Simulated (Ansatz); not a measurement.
BH$_{6}$NSi$_{2}$, SMILES `B1N[SiH2][SiH2]1`, relaxed with RKS PBE0-D4/def2-TZVP in Ansatz 0.2.0 from a PBE-D4/def2-SVP geometry. The force threshold is 0.005 eV/Å; the program also tests the step.

Total charge 0; spin multiplicity 1.

Start:

```xyz
10

B    -0.314    0.894    1.006
N     0.433    1.200   -0.157
Si    0.533   -0.308   -1.150
Si   -0.684   -1.102    0.702
H    -0.581    1.709    1.869
H     0.817    2.130   -0.363
H     1.966   -0.711   -1.402
H    -0.114   -0.114   -2.500
H    -2.086   -1.584    0.436
H     0.029   -2.114    1.559
```

```tsv
step	energy (eV)	largest force (eV/Å)	largest move (Å)
1	-18012.0339	0.553	0.000
2	-18012.0701	0.301	0.026
3	-18012.0755	0.041	0.017
4	-18012.0757	0.045	0.017
5	-18012.0759	0.040	0.010
6	-18012.0760	0.006	0.006
7	-18012.0760	0.002	0.002
```

End:

```xyz
10

B    -0.300    0.881    1.001
N     0.414    1.189   -0.168
Si    0.532   -0.293   -1.136
Si   -0.672   -1.105    0.690
H    -0.542    1.683    1.855
H     0.778    2.109   -0.378
H     1.952   -0.683   -1.373
H    -0.100   -0.124   -2.476
H    -2.069   -1.547    0.433
H     0.007   -2.110    1.551
```

Hardware: 2 threads of an Arm Neoverse V1 on a shared host. Wall time 35 s, peak host memory 0.39 GiB.
